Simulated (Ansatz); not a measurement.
Two isomers of CH3BOTe: A = `O=CB[TeH]`, B = `B1OC[Te]1`.

Computed with Ansatz on PBE0-D4/def2-TZVP structures; ΔE is electronic, products minus reactants. CCSD(T)/CBS is the MP2 limit (def2-TZVPP, def2-QZVPP) plus CCSD(T) − MP2 in def2-TZVPP, frozen cores. Functionals use def2-TZVPP. B3LYP here is the variant with VWN-RPA as its local correlation; programs differ in this. Elements past krypton have def2 core potentials. For Te outer-core shells are correlated without core-valence functions, which leaves a few kJ/mol of doubt a bond. Each species was taken in one conformer, which may not be the lowest.

(1) Which is lower in electronic energy at CCSD(T)/CBS, and by how much? (An estimate is asked.)

(2) Give E(B) − E(A) in kJ/mol with HF/def2-TZVPP, B2PLYP, B3LYP-D4, B3LYP, CCSD/def2-TZVPP, r2SCAN-D4, MP2/def2-TZVPP. (Best estimate.)

(3) Does the order hold for the free energy at 298.15 K (harmonic terms from PBE0-D4)? (Estimate.)

Largest T1 diagnostic: 0.017.

Answers

(1) The calculation gave: B, by 129.9 kJ/mol.

(2) Ansatz gave: HF/def2-TZVPP -97.1, B2PLYP -118.6, B3LYP-D4 -111.1, B3LYP -109.3, CCSD/def2-TZVPP -120.7, r2SCAN-D4 -121.6, MP2/def2-TZVPP -138.8. None reverses the order clearly.

(3) The calculation gave: Yes: G(B) − G(A) = -104.6 kJ/mol, for one conformer each. Modes under 60 cm⁻¹, often nearly free rotors, make the harmonic entropy too high.

From r2SCAN to r2SCAN0 (25 % exact exchange), in def2-TZVPP and without D4, E(B) − E(A) moves by −7.1 kJ/mol. Leaving LDA and LC-ωPBE aside and taking each functional with its dispersion term where it has one, the values, not all of them listed here, spread over 33.2 kJ/mol, from PBE-QIDH to BLYP-D4. LDA lies −29.1 kJ/mol from PBE without D4.
